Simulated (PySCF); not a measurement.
## Ionisation energy of Cd by level of theory

Cd [Kr] 4d10 5s2 (1S) → Cd⁺ [Kr] 4d10 5s1 (2S), as a difference of total energies. Computed with PySCF 2.14 in aug-cc-pVTZ-PP with ECP28MDF (6s6p5d3f2g, 88 functions), with a scalar-relativistic core potential. Correlated levels: valence: 4s2 4p6 frozen. The calculations carry no spin-orbit coupling.

```csv
method,ionisation energy (eV)
UHF,7.346
LDA,9.497
PBE,9.118
PBE0,8.821
r2SCAN,8.952
B2PLYP,8.972
wB97M-V,8.820
r2SCAN0,8.772
PW91,9.182
MP2 (valence),8.894
SCS-MP2 (valence),8.864
```

How much does correlation contribute at MP2 (valence)?

8.894 − (7.346) = 1.548 eV, measured against UHF.

Errors of the correlated levels include the incompleteness of this basis and the frozen core.

For comparison: 8.994 eV (measured; NIST Atomic Spectra Database, ionization energies).
